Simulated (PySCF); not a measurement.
GeI$_{2}$, charge -1, doublet, at a GFN2-xTB geometry (a state made from the parent by changing its charge; the spin is typed, not shown lowest) (all electrons, no relativity) (in this run its highest filled SCF level lies above zero, so its values depend strongly on the basis, on diffuse functions most of all). Base run: BLYP/STO-3G run with PySCF.

Geometry (Å):
```xyz
3

Ge     0.0026    -0.0119     1.2893
I      1.1028    -1.8845    -0.4089
I     -1.1044     1.8917    -0.3695
```
Charge -1, spin multiplicity 2.
Orbitals are unrestricted.
All else is at PySCF's defaults.
Base energy -15758.31657 Eh.

Variants of this job, named by their change:

| change | ΔE vs base (mEh) | SCF cycles | <S^2> | outcome |
|---|---|---|---|---|
| base | 0.000 | 28 | 0.758 | converged |
| level_shift = 0.5 (with mf.max_cycle = 100) | - | 100 | - | not converged |
| init_guess = atom | 0.000 | 26 | 0.758 | converged |
| diis = off; damp = 0.6 (with mf.diis_start_cycle = 200; with mf.max_cycle = 150) | - | 150 | - | not converged |
| solver = newton; init_guess = 1e | 0.000 | - | 0.758 | converged |
| conv_tol = 1e-12 | 0.000 | 35 | 0.758 | converged |
| conv_tol = 1e-6 | 0.000 | 24 | 0.758 | converged |
| init_guess = mod_huckel | - | 50 | - | not converged |
| diis_space = 4 | - | 36 | - | not converged |
| diis_space = 20 | 0.000 | 37 | 0.758 | converged |
| init_guess = 1e | - | 28 | - | not converged |
| conv_tol_grad = 1e-7 | 0.000 | 32 | 0.758 | converged |
| diis_space = 2 | - | 50 | - | not converged |

Open shells are given as the SCF converged; they aren't shown to be the lowest states, and a large step between rows can be another state.
